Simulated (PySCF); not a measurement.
Compound: C4H13NSi2 (charge +1 and doublet state).
Geometry (GFN2-xTB, Å), atoms numbered from 1 in this order:
```
atom  x, y, z in Å
C1     2.651   -0.778   -0.243
Si2    1.492   -0.355    1.202
N3    -0.003    0.257    0.405
Si4   -0.158    2.014    0.066
C5    -0.976   -0.651    0.102
C6    -1.718   -0.654   -1.255
C7    -2.453   -0.257   -0.049
H8     2.874    0.099   -0.846
H9     3.588   -1.164    0.147
H10    2.221   -1.537   -0.893
H11    1.050   -1.521    1.961
H12    1.930    0.771    2.015
H13    1.222    2.448   -0.088
H14   -0.944    2.175   -1.152
H15   -0.833    2.508    1.265
H16   -0.800   -1.641    0.506
H17   -1.879   -1.636   -1.676
H18   -1.421    0.098   -1.969
H19   -3.154   -0.950    0.394
H20   -2.693    0.784    0.103
```

The hyperfine couplings belong to this conformer and change with its torsions.

The species is `[SiH2]([N+]([SiH3])C1CC1)C` [radical] (charge +1).

Computed, not measured: PySCF 2.14.0, UKS B3LYP, pcH-1 on C H N Si, non-relativistic, mean-field spin-orbit, GIAO. The structure is a single GFN2-xTB conformer in the gas phase; no vibrational or solvent corrections. The geometry wasn't refined by DFT: couplings that depend on bond lengths, twists or pyramidal angles can differ widely from those at the functional's own minimum, by a factor of two or more for some ions and for spin on atoms past the first row. Stability of the SCF solution: not tested.

Principal values of hyperfine tensors in MHz (contact, dipolar and spin–orbit terms together), for some of the nuclei:

```json
{"atom": "H15", "isotope": "1H", "A1": "71.41", "A2": "72.95", "A3": "78.53"}
{"atom": "H19", "isotope": "1H", "A1": "21.32", "A2": "26.86", "A3": "37.21"}
{"atom": "C6", "isotope": "13C", "A1": "10.47", "A2": "10.98", "A3": "63.37"}
{"atom": "C5", "isotope": "13C", "A1": "-40.27", "A2": "-34.53", "A3": "0.78"}
{"atom": "Si4", "isotope": "29Si", "A1": "23.32", "A2": "25.16", "A3": "25.26"}
{"atom": "N3", "isotope": "14N", "A1": "-4.46", "A2": "-4.08", "A3": "80.68"}
{"atom": "C1", "isotope": "13C", "A1": "16.26", "A2": "16.45", "A3": "30.58"}
{"atom": "C7", "isotope": "13C", "A1": "7.09", "A2": "7.54", "A3": "47.98"}
```

Problem. Split each tensor into its isotropic and traceless parts, and turn a_iso into mT with g = 2.0042.

Solution. a_iso is a third of the trace, T = A − a_iso, and a(mT) = a(MHz)/(g × 13.996). The tensors hold a spin–orbit part: the run splits a_iso into a_FC + a_SO, and T includes its anisotropic share.

```tsv
atom	a_iso (MHz)	a_FC	a_SO	a_iso (mT)	T1	T2	T3
H15	74.30	74.30	0.00	2.649	-2.89	-1.35	4.23
H19	28.46	28.45	0.01	1.015	-7.14	-1.60	8.74
C6	28.27	28.26	0.02	1.008	-17.80	-17.29	35.10
C5	-24.67	-24.73	0.05	-0.880	-15.59	-9.86	25.45
Si4	24.58	24.64	-0.05	0.876	-1.26	0.58	0.68
N3	24.05	24.02	0.02	0.857	-28.51	-28.12	56.63
C1	21.10	21.10	0.00	0.752	-4.84	-4.64	9.48
C7	20.87	20.85	0.02	0.744	-13.78	-13.33	27.11
```

Problem. What spin density at the nucleus of H19 lies behind its contact coupling (g_N = 5.58569)?

Solution. a_FC = (2μ0/3) gₑ μB g_N μN ρ(0)/(2S·h) = 800.24 MHz × g_N × ρ(0)/(2S), with ρ in bohr⁻³. With a_FC = 28.45 MHz and 2S = 1, ρ(0) = 0.006366 bohr⁻³. In magnitude that is 2.0 % of the 1/π = 0.318 of a free hydrogen atom.

Problem. Si2 (29Si, g_N = -1.11058) isn't in the table. Its spin density at the nucleus is -0.02955 bohr⁻³. What is its contact coupling?

Solution. By the same relation, a_FC = 26.3 MHz. The spin–orbit term adds -0.06 MHz. Its full tensor has the principal values 25.13, 26.43, 27.05 MHz.

Problem. Name the largest traceless tensor T of the table and describe it.

Solution. N3: -28.5, -28.1, 56.6 MHz, axial, in the ratio −1:−1:+2, the form that spin in one p orbital centred on that nucleus gives.

Problem. What first-order splitting does C6 cause when the field lies along A1, A2 or A3 of its tensor (g taken as isotropic, no quadrupole term)?

Solution. 2 lines (I = 1/2), spaced by |A_i|/(g × 13.996): 0.37, 0.39, 2.26 mT along the axes of A1, A2 and A3.
